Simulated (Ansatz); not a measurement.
The cluster ZrO4H4. Charge 0, multiplicity 1. Geometry PBE-D4/def2-SVP, basis def2-TZVP, Ansatz.

```tsv
atom	x (Å)	y (Å)	z (Å)
Zr1	0.254	-0.182	-0.158
O2	0.329	-0.939	-1.923
O3	-0.262	1.785	-0.381
O4	0.408	1.855	0.939
O5	-1.007	-1.053	1.021
H6	0.373	-1.282	-2.826
H7	1.963	-0.544	0.528
H8	-0.348	2.032	1.544
H9	-1.711	-1.673	1.257
```

| run | HOMO (eV) | LUMO (eV) |
| --- | --- | --- |
| A | -6.12 | -2.06 |
| B | -10.39 | 1.35 |
| C | -6.46 | -1.72 |
| D | -7.52 | -0.77 |
| E | -7.11 | -1.15 |

In the def2 sets Zr takes a core potential; there is no spin–orbit coupling. LC-ωPBE has ω = 0.4 bohr⁻¹. HSE06 is defined as in plane-wave codes, on full-range PBE exchange. The structure holds one bond between oxygen atoms, so isomers without such links may lie far lower. Another isomer (singlet) lies 0.03 eV lower at PBE0-D4/def2-TZVP; other spin states weren't run for this one.

Question: The runs used HSE06, LC-ωPBE, PBE, PBE0, r2SCAN. Estimate which is which.

Answer: A PBE (0 % exact exchange); B LC-ωPBE (range-separated); C r2SCAN (0 % exact exchange); D PBE0 (25 % exact exchange); E HSE06 (range-separated). Exact exchange lowers occupied and raises empty levels; among semilocal functionals meta-GGAs tend to open the gap a little, and such runs are hard to tell apart. The gap grows from 4.05 eV (PBE) to 11.74 eV (LC-ωPBE).
